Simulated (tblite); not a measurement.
Start geometry of `C=CP([SiH3])C(=O)OC` from a force field or distance geometry (Å):
```
atom  x, y, z in Å
C1    -2.5250    1.5832    1.4963
C2    -1.6137    1.2287    0.5906
P3    -0.4491   -0.1781    0.9961
Si4   -1.2780   -1.7313   -0.3508
C5     0.9757    0.1773   -0.0891
O6     0.8425    1.0138   -0.9821
O7     2.1145   -0.5146    0.1662
C8     3.2156   -0.1822   -0.6791
H9    -3.2016    2.4088    1.2878
H10   -2.6516    1.0882    2.4603
H11   -1.5357    1.7678   -0.3407
H12   -2.5877   -2.2071    0.1920
H13   -0.3496   -2.8920   -0.3723
H14   -1.4708   -1.2182   -1.7205
H15    3.4733    0.8775   -0.5716
H16    2.9651   -0.4191   -1.7129
H17    4.0691   -0.7907   -0.3800
```

**Question.** What comes out of this run: GFN2-xTB geometry optimisation, gas phase (tblite)?

**Answer.** 
```
atom  x, y, z in Å
C1    -2.7042    1.3704    1.2525
C2    -1.4719    1.3048    0.7721
P3    -0.3100   -0.0304    1.1481
Si4   -1.1282   -1.6551   -0.1730
C5     1.0071    0.4537   -0.0147
O6     1.0985    1.4952   -0.6094
O7     1.8968   -0.5426   -0.0644
C8     3.0463   -0.3493   -0.8815
H9    -3.3571    2.1972    1.0248
H10   -3.1104    0.6005    1.8879
H11   -1.0571    2.0910    0.1514
H12   -2.4399   -1.9782    0.3884
H13   -0.1879   -2.7695   -0.0750
H14   -1.2881   -1.2501   -1.5734
H15    3.4045    0.6772   -0.7870
H16    2.7984   -0.5489   -1.9260
H17    3.7962   -1.0539   -0.5307
```

The energy falls by 28.3 kJ/mol over 112 L-BFGS steps, the largest force on an atom goes from 1.71 to 0.010 eV/Å, and the atoms move by 0.432 Å rms after alignment. The bond that changes most is C2–P3 (alkene CH carbon to three-coordinate phosphorus), which shortens by 0.061 Å. Bonds longer at the end by more than 0.005 Å: 2 of 16; shorter: 9. Among the angles that change most is P3–C5–O7, from 116.4° to 107.9°. Among the dihedrals that turn most is H11–C2–P3–Si4, from -74° to -106°. Rotational constants go from 2086, 943.1, 758.6 to 2182, 1005, 774.7 MHz. The orientation of the end geometry is arbitrary; only internal coordinates are fixed.

Its lowest GFN2-xTB frequency is 12 cm⁻¹, too small to tell a flat minimum from a shallow saddle. One conformer, not necessarily the lowest.

All values are computed, not measured.
